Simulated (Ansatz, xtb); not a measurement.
# Two isomers of C3H8ClNSi2

We compare a, `C[Si@H](Cl)[SiH2]CC#N`, a singlet, with b, `CN[SiH2]C#C[SiH2]Cl`, a singlet. Both are isolated molecules in the gas phase, relaxed with PBE0-D3(BJ)/def2-SVP, each in the lowest conformer that the search found.

Task: Estimate E(b) − E(a) at the level CCSD(T)/def2-SVP + ΔMP2/def2-TZVPP.

Result: Calculated at CCSD(T)/def2-SVP + ΔMP2/def2-TZVPP: E(b) − E(a) = +17.6 kcal/mol, so structure a lies lower.

Level by level:

```json
{"level": "GFN2-xTB", "geometry": "GFN2-xTB", "E(b) − E(a) (kcal/mol)": "−2.2", "departure from the last row (kcal/mol)": "−19.8", "job, with rough time for the two": "optimisation, 0.57 s"}
{"level": "HF/STO-3G", "geometry": "GFN2-xTB", "E(b) − E(a) (kcal/mol)": "+38.4", "departure from the last row (kcal/mol)": "+20.8", "job, with rough time for the two": "single point, 1.7 s"}
{"level": "r2SCAN-D4/def2-SVP", "geometry": "GFN2-xTB", "E(b) − E(a) (kcal/mol)": "+22.0", "departure from the last row (kcal/mol)": "+4.4", "job, with rough time for the two": "single point, 8.4 s"}
{"level": "PBE0-D3(BJ)/def2-SVP", "geometry": "PBE0-D3(BJ)/def2-SVP", "E(b) − E(a) (kcal/mol)": "+26.3", "departure from the last row (kcal/mol)": "+8.7", "job, with rough time for the two": "optimisation, 2.3 min"}
{"level": "HF/def2-SVP", "geometry": "PBE0-D3(BJ)/def2-SVP", "E(b) − E(a) (kcal/mol)": "+16.0", "departure from the last row (kcal/mol)": "−1.6", "job, with rough time for the two": "part of the CCSD(T) run"}
{"level": "MP2/def2-SVP", "geometry": "PBE0-D3(BJ)/def2-SVP", "E(b) − E(a) (kcal/mol)": "+22.0", "departure from the last row (kcal/mol)": "+4.4", "job, with rough time for the two": "part of the CCSD(T) run"}
{"level": "CCSD(T)/def2-SVP", "geometry": "PBE0-D3(BJ)/def2-SVP", "E(b) − E(a) (kcal/mol)": "+22.6", "departure from the last row (kcal/mol)": "+5.0", "job, with rough time for the two": "single point"}
{"level": "CCSD(T)/def2-SVP + ΔMP2/def2-TZVPP", "geometry": "PBE0-D3(BJ)/def2-SVP", "E(b) − E(a) (kcal/mol)": "+17.6", "departure from the last row (kcal/mol)": "", "job, with rough time for the two": "single point, 2.6 min"}
```

As drawn, b has 1 C–N, 1 N–Si, 1 C≡C, 1 N–H, 1 Si–H in place of 1 Si–Si, 1 C–C, 1 C≡N, 2 C–H.

GFN2-xTB puts the two in the other order. The largest departure from CCSD(T)/def2-SVP + ΔMP2/def2-TZVPP is that of HF/STO-3G, 20.8 kcal/mol. The last row adds to CCSD(T) the change of the MP2 difference between the two basis sets, here −5.0 kcal/mol, a large step that makes the value less sure.

With thermal terms from frequencies at re-optimised GFN2-xTB minima (ideal gas, soft modes damped towards free rotors, one conformer each, 298.15 K, 1 atm): the zero-point term adds −0.9 kcal/mol; ΔH is +16.8 and ΔG +16.2 kcal/mol.

The correlated steps freeze 19 core orbitals. Mirror images aren't counted in ΔG. Codes used: Ansatz 0.2.0, xtb 6.7.1; the last row on 2 threads of Intel(R) Xeon(R) Processor @ 2.70GHz on a shared host.
